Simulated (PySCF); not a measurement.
# Ne²⁺ (neon, charge +2) across methods

[He] 2s2 2p4, high-spin 3P determinant. Calculation: PySCF 2.14, in aug-cc-pwCVDZ (5s4p2d, 27 functions); no relativity, point nucleus.

| method | E (hartree) | mean ε 2s β (eV) | mean ε 2p α (eV) | mean ε 2p β (eV) | Σ⟨r²⟩ (bohr²) | ⟨S²⟩ |
| --- | --- | --- | --- | --- | --- | --- |
| LDA | -125.8377 | -74.880 | -56.873 | -52.103 | 5.137 | 2.001 |
| PBE | -126.5022 | -74.907 | -56.784 | -52.487 | 5.114 | 2.001 |
| PBE0 | -126.5200 | -78.213 | -60.294 | -55.646 | 5.093 | 2.002 |
| M06-2X | -126.5858 | -81.490 | -63.417 | -58.572 | 5.094 | 2.002 |
| TPSS | -126.6323 | -75.440 | -57.057 | -53.112 | 5.091 | 2.001 |
| UHF | -126.32272 | -86.556 | -69.976 | -63.902 | 5.062 | 2.003 |
| PW91 | -126.5738 | -74.994 | -56.900 | -52.619 | 5.105 | 2.001 |
| wB97M-V | -126.6028 | -81.070 | -62.542 | -58.144 | 5.098 | 2.002 |
| r2SCAN | -126.5738 | -75.531 | -58.021 | -53.288 | 5.082 | 2.002 |
